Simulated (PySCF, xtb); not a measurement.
sulfur trioxide cation (O3S), SMILES S(=O)(=O)=O (connectivity only; charge and spin as stated), charge +1, multiplicity 2.

Harmonic wavenumbers (cm⁻¹) from GFN2-xTB (xtb) at its own minimum, in rising order: 283, 284, 343, 990, 1096, 1096.

Q: What does PBE-D3(BJ)/def2-TZVP (PySCF 2.14.0) give at its own minimum? (Estimate from the structure and the level; the computed values follow.)

A: 274, 274, 407, 997, 1153, 1153. Paired by order, the mean absolute difference is 34 cm⁻¹ and the zero-point energies are 5.8 and 6.1 kcal/mol.
